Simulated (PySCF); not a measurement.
VOBr, SMILES [O]=[V][Br] (connectivity only; charge and spin as stated), neutral, multiplicity 3.

Geometry optimised at PBE-D3(BJ)/def2-TZVP. The multiplicity is an assumed one; other spin states were not compared.

These are PBE-D3(BJ)/def2-TZVP (PySCF 2.14.0) values and carry that method's errors.

Frequencies are harmonic and unscaled.

```csv
mode,ν (cm⁻¹),IR (km/mol),moving atoms (share of kinetic energy)
1,119,5.0,"O 65 %, V 20 %, Br 15 %"
2,318,50.7,"V 60 %, Br 36 %"
3,1038,199.4,"O 76 %, V 24 %"
```
